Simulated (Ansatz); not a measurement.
Input for Ansatz (an electronic-structure program): R-revPBE/def2-TZVPP on H2O (SMILES O).

Ansatz 0.2 input:
```yaml
crystal:
  periodic: [false, false, false]
  atoms:
    - {symbol: O, position_ang: [-0.00000000, 0.00000000, 0.38961139]}
    - {symbol: H, position_ang: [0.00000000, 0.76498632, -0.19485569]}
    - {symbol: H, position_ang: [0.00000000, -0.76498632, -0.19485569]}
basis:
  gaussian:
    orbitals: def2-TZVPP
hamiltonian:
  xc: {name: revPBE}
scf: {lower_state_search: off}
```

The log:

```
WARN ansatz: RAYON_NUM_THREADS=4 ignored (pool sized by the plan → 4); use --threads N
Functional definition: revPBE
these checks for a lower state are left out or cut short: stability, starts, cluster_reference, orbital_swaps, neighbouring_geometries, increment
integrals: 0.00 GiB planned
269 factors; their error is unknown
mean field: 0.10 GiB planned
mean field evaluation 1: about -2074.7596 eV, gradient 5.8e1 eV
mean field evaluation 2: about -2057.8210 eV, gradient 1.1e2 eV
mean field evaluation 4: about -2080.0438 eV, gradient 7.9e-1 eV
mean field evaluation 8: about -2080.0439 eV, gradient 1.9e-1 eV
mean field -2080.04397473 eV, -76.4402061670 hartree, gradient 2.7e-6 eV, S^2 0.000000; 0 other end points of the search recorded, 0 dependent functions left out
reference -2080.04400048 eV, -76.4402071132 hartree; 5, 5 occupied and 54, 54 virtual orbitals, 269 factors
Total energy: -2080.04400048 eV, -76.4402071132 hartree
Checks for a lower state left out: stability, starts, cluster_reference, orbital_swaps, neighbouring_geometries, increment
```

Self-consistency was reached.

Cost: around 0.4 core-seconds (rough).
